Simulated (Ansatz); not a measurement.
A short molecular-dynamics run on C19H15Br (relaxed from a model of trityl bromide, whose bonding it doesn't keep).

```yaml
crystal:
  periodic: [false, false, false]
  atoms:
    - {symbol: Br, position_ang: [1.756259, 1.350437, -1.871745]}
    - {symbol: C, position_ang: [2.910820, -0.844196, 2.858754]}
    - {symbol: C, position_ang: [1.709122, -0.164964, 3.061057]}
    - {symbol: C, position_ang: [0.944922, 0.263529, 1.968637]}
    - {symbol: C, position_ang: [1.374810, 0.017328, 0.655726]}
    - {symbol: C, position_ang: [0.506416, 0.389519, -0.538902]}
    - {symbol: C, position_ang: [-0.584419, 1.391880, -0.183814]}
    - {symbol: C, position_ang: [-0.247059, 2.692824, 0.232103]}
    - {symbol: C, position_ang: [-1.232362, 3.589876, 0.640677]}
    - {symbol: C, position_ang: [-2.579036, 3.205125, 0.647161]}
    - {symbol: C, position_ang: [-2.923963, 1.913508, 0.248010]}
    - {symbol: C, position_ang: [-1.935383, 1.011935, -0.164673]}
    - {symbol: C, position_ang: [-0.037369, -0.830875, -1.270965]}
    - {symbol: C, position_ang: [-0.608230, -0.696920, -2.549679]}
    - {symbol: C, position_ang: [-1.189403, -1.789859, -3.190121]}
    - {symbol: C, position_ang: [-1.217972, -3.042311, -2.564004]}
    - {symbol: C, position_ang: [-0.665092, -3.184086, -1.290871]}
    - {symbol: C, position_ang: [-0.078769, -2.087521, -0.647263]}
    - {symbol: C, position_ang: [2.583047, -0.677586, 0.463670]}
    - {symbol: C, position_ang: [3.343323, -1.101926, 1.551671]}
    - {symbol: H, position_ang: [3.509826, -1.173165, 3.713254]}
    - {symbol: H, position_ang: [1.357091, 0.040088, 4.076560]}
    - {symbol: H, position_ang: [0.000941, 0.784319, 2.144885]}
    - {symbol: H, position_ang: [0.802100, 3.001038, 0.222613]}
    - {symbol: H, position_ang: [-0.947660, 4.599628, 0.951577]}
    - {symbol: H, position_ang: [-3.353288, 3.910874, 0.962894]}
    - {symbol: H, position_ang: [-3.971595, 1.597737, 0.251181]}
    - {symbol: H, position_ang: [-2.221991, 0.001533, -0.465149]}
    - {symbol: H, position_ang: [-0.584253, 0.277223, -3.045821]}
    - {symbol: H, position_ang: [-1.619549, -1.664437, -4.188386]}
    - {symbol: H, position_ang: [-1.670084, -3.901446, -3.068627]}
    - {symbol: H, position_ang: [-0.683331, -4.155638, -0.787882]}
    - {symbol: H, position_ang: [0.340178, -2.213341, 0.353783]}
    - {symbol: H, position_ang: [2.928279, -0.876161, -0.554784]}
    - {symbol: H, position_ang: [4.283674, -1.633940, 1.378472]}
basis:
  gaussian: {orbitals: def2-SVP}
hamiltonian: {xc: {name: BLYP}, dispersion: d4}
md: {timestep: 0.5 fs, n_steps: 25, ensemble: nve, temperature: 500, initial_velocities: maxwell_boltzmann, seed: 879}
scf: {omitted_lower_state_checks: [starts]}
```

```sh
$ ansatz run in.yaml --threads 2 --pin off --events-out ev --progress --plain --max-ram 32768MiB --backend cuda --devices 0, --max-vram 18GiB
```

| step | time (fs) | potential energy (eV) | kinetic (eV) | T (K) | conserved (eV) |
| --- | --- | --- | --- | --- | --- |
| 0 | 0.0 | -89965.3901 | 2.1328 | 500 | -89963.2573 |
| 1 | 0.5 | -89965.3400 | 2.0834 | 488 | -89963.2566 |
| 2 | 1.0 | -89965.2128 | 1.9580 | 459 | -89963.2548 |
| 3 | 1.5 | -89965.0366 | 1.7841 | 418 | -89963.2525 |
| 4 | 2.0 | -89964.8470 | 1.5965 | 374 | -89963.2505 |
| 5 | 2.5 | -89964.6757 | 1.4264 | 334 | -89963.2493 |
| 6 | 3.0 | -89964.5419 | 1.2928 | 303 | -89963.2491 |
| 7 | 3.5 | -89964.4490 | 1.1994 | 281 | -89963.2496 |
| 8 | 4.0 | -89964.3889 | 1.1384 | 267 | -89963.2505 |
| 9 | 4.5 | -89964.3479 | 1.0966 | 257 | -89963.2514 |
| 10 | 5.0 | -89964.3120 | 1.0599 | 248 | -89963.2520 |
| 11 | 5.5 | -89964.2700 | 1.0176 | 239 | -89963.2525 |

Velocities are drawn at the set temperature; a run this short doesn't reach equilibrium.

Frames (Å, forces in eV/Å):

```xyz
35
time=0.0 fs
Br    1.756    1.350   -1.872    0.266    0.207   -0.292
C     2.911   -0.844    2.859    0.122   -0.078    0.177
C     1.709   -0.165    3.061   -0.082    0.067    0.192
C     0.945    0.264    1.969   -0.189    0.108    0.010
C     1.375    0.017    0.656   -0.113    0.033   -0.114
C     0.506    0.390   -0.539   -0.066   -0.047    0.070
C    -0.584    1.392   -0.184    0.103   -0.125   -0.029
C    -0.247    2.693    0.232    0.199    0.059   -0.001
C    -1.232    3.590    0.641    0.075    0.196    0.049
C    -2.579    3.205    0.647   -0.159    0.144    0.077
C    -2.924    1.914    0.248   -0.205   -0.078   -0.023
C    -1.935    1.012   -0.165   -0.031   -0.204   -0.074
C    -0.037   -0.831   -1.271    0.054    0.122    0.098
C    -0.608   -0.697   -2.550    0.003    0.183   -0.095
C    -1.189   -1.790   -3.190   -0.073    0.042   -0.199
C    -1.218   -3.042   -2.564   -0.102   -0.176   -0.102
C    -0.665   -3.184   -1.291    0.021   -0.187    0.113
C    -0.079   -2.088   -0.647    0.100    0.002    0.197
C     2.583   -0.678    0.464    0.063   -0.041   -0.192
C     3.343   -1.102    1.552    0.186   -0.094   -0.053
H     3.510   -1.173    3.713    0.109   -0.059    0.151
H     1.357    0.040    4.077   -0.064    0.033    0.185
H     0.001    0.784    2.145   -0.109    0.054    0.028
H     0.802    3.001    0.223    0.129    0.041    0.005
H    -0.948    4.600    0.952    0.046    0.181    0.060
H    -3.353    3.911    0.963   -0.136    0.127    0.056
H    -3.972    1.598    0.251   -0.190   -0.056    0.005
H    -2.222    0.002   -0.465   -0.040   -0.116   -0.026
H    -0.584    0.277   -3.046   -0.002    0.122   -0.063
H    -1.620   -1.664   -4.188   -0.082    0.018   -0.178
H    -1.670   -3.901   -3.069   -0.080   -0.153   -0.092
H    -0.683   -4.156   -0.788   -0.008   -0.176    0.090
H     0.340   -2.213    0.354    0.041   -0.022    0.117
H     2.928   -0.876   -0.555    0.045   -0.030   -0.124
H     4.284   -1.634    1.378    0.168   -0.099   -0.024
35
time=0.5 fs
Br    1.754    1.350   -1.872    0.261    0.213   -0.280
C     2.907   -0.846    2.860    0.109    0.008   -0.201
C     1.708   -0.165    3.060   -0.132   -0.006    0.616
C     0.949    0.263    1.970   -0.616    0.251   -0.025
C     1.376    0.015    0.661   -0.053    0.059   -0.441
C     0.503    0.391   -0.540    0.066   -0.106    0.280
C    -0.587    1.394   -0.181    0.465   -0.078   -0.069
C    -0.245    2.697    0.234   -0.106   -0.210   -0.079
C    -1.235    3.588    0.636    0.393    0.845    0.259
C    -2.580    3.207    0.648    0.092   -0.135   -0.072
C    -2.920    1.912    0.247    0.206    0.480    0.124
C    -1.931    1.018   -0.164   -0.544   -1.034   -0.295
C    -0.034   -0.833   -1.266   -0.120    0.228   -0.248
C    -0.606   -0.697   -2.551    0.074    0.304    0.043
C    -1.188   -1.792   -3.188   -0.113    0.255   -0.542
C    -1.215   -3.045   -2.565   -0.180   -0.092   -0.141
C    -0.664   -3.183   -1.293   -0.040   -0.554    0.084
C    -0.080   -2.090   -0.650    0.148    0.177    0.249
C     2.586   -0.677    0.461    0.067   -0.033    0.136
C     3.347   -1.101    1.556    0.156   -0.069   -0.362
H     3.514   -1.173    3.694    0.259   -0.169    0.539
H     1.352    0.016    4.085   -0.027    0.069   -0.028
H    -0.011    0.774    2.125    0.107   -0.024    0.110
H     0.797    3.004    0.226    0.369    0.111    0.000
H    -0.933    4.612    0.943   -0.171   -0.282   -0.063
H    -3.342    3.913    0.960   -0.405    0.309    0.147
H    -3.957    1.620    0.255   -0.766   -0.341   -0.027
H    -2.244   -0.006   -0.470    0.266    0.477    0.141
H    -0.584    0.286   -3.045   -0.006   -0.102    0.019
H    -1.613   -1.654   -4.197   -0.007   -0.079    0.103
H    -1.682   -3.894   -3.070   -0.054   -0.229   -0.092
H    -0.677   -4.161   -0.793   -0.018   -0.040    0.054
H     0.328   -2.213    0.350    0.134   -0.066    0.293
H     2.922   -0.863   -0.558    0.136   -0.091   -0.224
H     4.296   -1.628    1.386    0.049   -0.045   -0.007
35
time=1.5 fs
Br    1.748    1.348   -1.872    0.250    0.227   -0.259
C     2.899   -0.850    2.861    0.142    0.139   -0.816
C     1.705   -0.166    3.057   -0.228   -0.180    1.446
C     0.957    0.262    1.971   -1.443    0.506   -0.110
C     1.379    0.010    0.671    0.085    0.105   -1.064
C     0.498    0.393   -0.542    0.317   -0.215    0.664
C    -0.590    1.399   -0.176    1.191    0.017   -0.145
C    -0.240    2.705    0.239   -0.627   -0.692   -0.224
C    -1.240    3.585    0.626    0.975    1.897    0.586
C    -2.581    3.210    0.650    0.516   -0.596   -0.325
C    -2.913    1.909    0.247    0.867    1.461    0.397
C    -1.921    1.030   -0.162   -1.506   -2.329   -0.637
C    -0.028   -0.836   -1.258   -0.447    0.427   -0.900
C    -0.602   -0.697   -2.554    0.195    0.485    0.313
C    -1.187   -1.795   -3.185   -0.151    0.666   -1.136
C    -1.209   -3.049   -2.568   -0.359    0.019   -0.251
C    -0.661   -3.180   -1.296   -0.160   -1.265    0.012
C    -0.083   -2.096   -0.656    0.275    0.514    0.421
C     2.591   -0.674    0.456    0.087   -0.029    0.686
C     3.355   -1.099    1.564    0.113   -0.026   -0.943
H     3.524   -1.173    3.661    0.495   -0.342    1.175
H     1.343   -0.032    4.102    0.048    0.161   -0.444
H    -0.034    0.753    2.086    0.518   -0.152    0.290
H     0.790    3.011    0.232    0.759    0.223   -0.008
H    -0.905    4.633    0.924   -0.556   -0.983   -0.228
H    -3.322    3.920    0.954   -0.843    0.595    0.291
H    -3.933    1.660    0.263   -1.768   -0.818   -0.080
H    -2.285   -0.015   -0.479    0.805    1.307    0.378
H    -0.584    0.302   -3.043   -0.011   -0.491    0.151
H    -1.599   -1.635   -4.214    0.101   -0.267    0.586
H    -1.705   -3.880   -3.075    0.029   -0.317   -0.059
H    -0.666   -4.171   -0.803   -0.042    0.219   -0.009
H     0.304   -2.213    0.344    0.281   -0.141    0.567
H     2.911   -0.837   -0.567    0.283   -0.188   -0.348
H     4.319   -1.615    1.401   -0.191    0.059    0.024
35
time=2.5 fs
Br    1.743    1.347   -1.873    0.244    0.240   -0.243
C     2.891   -0.854    2.862    0.412    0.133   -1.029
C     1.703   -0.166    3.056   -0.296   -0.381    2.101
C     0.964    0.261    1.973   -2.099    0.662   -0.206
C     1.381    0.005    0.680    0.227    0.150   -1.614
C     0.492    0.396   -0.543    0.551   -0.309    0.990
C    -0.593    1.404   -0.171    1.845    0.094   -0.213
C    -0.235    2.713    0.243   -0.866   -1.038   -0.349
C    -1.245    3.584    0.616    1.423    2.545    0.781
C    -2.583    3.213    0.651    0.685   -0.748   -0.446
C    -2.905    1.908    0.246    0.784    2.107    0.637
C    -1.913    1.041   -0.161   -2.252   -3.097   -0.836
C    -0.023   -0.839   -1.250   -0.735    0.601   -1.462
C    -0.597   -0.696   -2.556    0.274    0.513    0.585
C    -1.185   -1.799   -3.182   -0.104    1.015   -1.504
C    -1.203   -3.054   -2.571   -0.562    0.068   -0.397
C    -0.658   -3.178   -1.299   -0.265   -1.849   -0.091
C    -0.086   -2.102   -0.662    0.453    0.800    0.744
C     2.597   -0.672    0.452    0.137   -0.043    1.015
C     3.363   -1.097    1.571    0.052    0.032   -1.435
H     3.538   -1.176    3.639    0.476   -0.372    1.419
H     1.334   -0.078    4.114    0.094    0.283   -0.740
H    -0.053    0.730    2.049    0.800   -0.200    0.485
H     0.791    3.019    0.238    0.874    0.253   -0.014
H    -0.882    4.646    0.904   -0.826   -1.318   -0.278
H    -3.310    3.933    0.951   -0.996    0.632    0.321
H    -3.926    1.693    0.271   -2.039   -1.049   -0.129
H    -2.319   -0.012   -0.484    1.184    1.652    0.474
H    -0.584    0.314   -3.040   -0.008   -0.724    0.210
H    -1.585   -1.618   -4.225    0.126   -0.419    0.870
H    -1.728   -3.869   -3.079    0.151   -0.322    0.014
H    -0.655   -4.179   -0.813   -0.070    0.395   -0.033
H     0.282   -2.215    0.344    0.345   -0.185    0.644
H     2.902   -0.813   -0.579    0.364   -0.249   -0.307
H     4.341   -1.603    1.416   -0.380    0.128    0.039
35
time=3.5 fs
Br    1.738    1.345   -1.873    0.243    0.255   -0.235
C     2.883   -0.858    2.862    0.972   -0.027   -0.793
C     1.700   -0.167    3.056   -0.326   -0.581    2.460
C     0.969    0.260    1.975   -2.472    0.681   -0.290
C     1.384    0.000    0.687    0.352    0.204   -2.057
C     0.487    0.398   -0.544    0.766   -0.390    1.249
C    -0.595    1.409   -0.165    2.338    0.126   -0.269
C    -0.232    2.720    0.247   -0.746   -1.218   -0.449
C    -1.248    3.584    0.607    1.692    2.784    0.859
C    -2.583    3.216    0.652    0.548   -0.516   -0.411
C    -2.897    1.908    0.246   -0.227    2.399    0.846
C    -1.907    1.048   -0.160   -2.682   -3.370   -0.904
C    -0.018   -0.841   -1.243   -0.975    0.739   -1.902
C    -0.592   -0.695   -2.558    0.306    0.355    0.854
C    -1.183   -1.801   -3.180    0.029    1.259   -1.590
C    -1.198   -3.058   -2.574   -0.770    0.091   -0.553
C    -0.656   -3.178   -1.303   -0.340   -2.216   -0.224
C    -0.088   -2.106   -0.667    0.662    1.001    1.215
C     2.603   -0.670    0.449    0.217   -0.068    1.105
C     3.370   -1.095    1.577   -0.062    0.120   -1.802
H     3.557   -1.183    3.631    0.129   -0.236    1.217
H     1.326   -0.121    4.120    0.088    0.418   -0.841
H    -0.063    0.705    2.017    0.878   -0.149    0.672
H     0.799    3.031    0.244    0.649    0.178   -0.020
H    -0.867    4.646    0.881   -0.959   -1.293   -0.230
H    -3.307    3.951    0.951   -0.815    0.359    0.220
H    -3.938    1.716    0.277   -1.371   -1.041   -0.187
H    -2.342    0.006   -0.484    1.378    1.573    0.445
H    -0.583    0.319   -3.035    0.000   -0.761    0.184
H    -1.570   -1.606   -4.228    0.064   -0.512    0.907
H    -1.749   -3.862   -3.084    0.296   -0.274    0.104
H    -0.644   -4.183   -0.824   -0.099    0.439   -0.003
H     0.264   -2.218    0.349    0.324   -0.193    0.492
H     2.897   -0.792   -0.594    0.382   -0.280   -0.098
H     4.360   -1.589    1.432   -0.471    0.144    0.028
35
time=4.5 fs
Br    1.733    1.344   -1.874    0.249    0.269   -0.234
C     2.876   -0.862    2.862    1.657   -0.252   -0.308
C     1.697   -0.168    3.059   -0.309   -0.755    2.461
C     0.972    0.260    1.976   -2.507    0.555   -0.337
C     1.387   -0.004    0.693    0.437    0.273   -2.366
C     0.482    0.399   -0.544    0.964   -0.458    1.434
C    -0.594    1.414   -0.161    2.596    0.097   -0.312
C    -0.229    2.726    0.251   -0.372   -1.253   -0.520
C    -1.250    3.587    0.599    1.746    2.608    0.834
C    -2.584    3.218    0.652    0.232   -0.023   -0.274
C    -2.889    1.910    0.246   -1.649    2.440    1.004
C    -1.903    1.054   -0.160   -2.728   -3.119   -0.827
C    -0.014   -0.843   -1.237   -1.158    0.831   -2.197
C    -0.587   -0.694   -2.560    0.293    0.017    1.110
C    -1.182   -1.802   -3.180    0.236    1.370   -1.389
C    -1.193   -3.063   -2.578   -0.948    0.133   -0.684
C    -0.654   -3.179   -1.306   -0.373   -2.315   -0.368
C    -0.090   -2.110   -0.671    0.850    1.098    1.727
C     2.608   -0.668    0.446    0.310   -0.092    1.026
C     3.378   -1.093    1.581   -0.245    0.239   -2.020
H     3.577   -1.192    3.634   -0.400   -0.013    0.758
H     1.319   -0.161    4.117    0.023    0.543   -0.722
H    -0.066    0.680    1.992    0.727   -0.006    0.827
H     0.814    3.043    0.249    0.193    0.031   -0.026
H    -0.861    4.633    0.856   -0.938   -0.916   -0.097
H    -3.312    3.973    0.954   -0.425   -0.107    0.042
H    -3.963    1.729    0.281   -0.234   -0.913   -0.243
H    -2.351    0.039   -0.481    1.359    1.087    0.291
H    -0.583    0.317   -3.028    0.014   -0.598    0.078
H    -1.554   -1.598   -4.222   -0.076   -0.532    0.693
H    -1.768   -3.857   -3.088    0.432   -0.213    0.180
H    -0.635   -4.183   -0.834   -0.125    0.337    0.081
H     0.249   -2.223    0.360    0.253   -0.169    0.184
H     2.896   -0.773   -0.609    0.358   -0.295    0.206
H     4.374   -1.573    1.447   -0.445    0.102   -0.009
35
time=5.5 fs
Br    1.727    1.342   -1.875    0.265    0.284   -0.240
C     2.871   -0.866    2.861    2.225   -0.427    0.182
C     1.693   -0.170    3.063   -0.232   -0.887    2.097
C     0.973    0.261    1.977   -2.202    0.296   -0.332
C     1.391   -0.009    0.698    0.468    0.359   -2.523
C     0.478    0.401   -0.542    1.143   -0.517    1.543
C    -0.592    1.419   -0.156    2.578   -0.003   -0.343
C    -0.226    2.731    0.254    0.060   -1.190   -0.559
C    -1.250    3.592    0.592    1.562    1.995    0.712
C    -2.584    3.220    0.653   -0.072    0.532   -0.120
C    -2.882    1.914    0.248   -2.856    2.299    1.073
C    -1.901    1.056   -0.161   -2.343   -2.253   -0.567
C    -0.010   -0.844   -1.234   -1.281    0.870   -2.334
C    -0.582   -0.693   -2.560    0.241   -0.447    1.329
C    -1.180   -1.802   -3.181    0.495    1.335   -0.929
C    -1.190   -3.067   -2.582   -1.063    0.223   -0.756
C    -0.652   -3.183   -1.310   -0.353   -2.141   -0.499
C    -0.091   -2.113   -0.674    0.960    1.084    2.135
C     2.615   -0.667    0.444    0.389   -0.104    0.880
C     3.386   -1.091    1.584   -0.491    0.383   -2.083
H     3.593   -1.201    3.644   -0.891    0.191    0.279
H     1.312   -0.195    4.108   -0.100    0.635   -0.394
H    -0.061    0.654    1.975    0.361    0.206    0.931
H     0.830    3.057    0.255   -0.299   -0.131   -0.034
H    -0.864    4.613    0.830   -0.747   -0.179    0.108
H    -3.322    3.994    0.956   -0.013   -0.570   -0.134
H    -3.991    1.733    0.283    0.792   -0.759   -0.276
H    -2.348    0.082   -0.474    1.078    0.146   -0.008
H    -0.583    0.309   -3.021    0.030   -0.273   -0.088
H    -1.538   -1.595   -4.210   -0.276   -0.476    0.255
H    -1.782   -3.854   -3.090    0.531   -0.174    0.216
H    -0.626   -4.180   -0.844   -0.147    0.112    0.204
H     0.237   -2.230    0.372    0.178   -0.126   -0.155
H     2.898   -0.757   -0.623    0.322   -0.305    0.498
H     4.383   -1.557    1.463   -0.312    0.012   -0.069
```

Run time 67 s (2 threads of AMD EPYC 7R13 on a shared host and a share (18 GiB) of an NVIDIA H100 80GB HBM3).
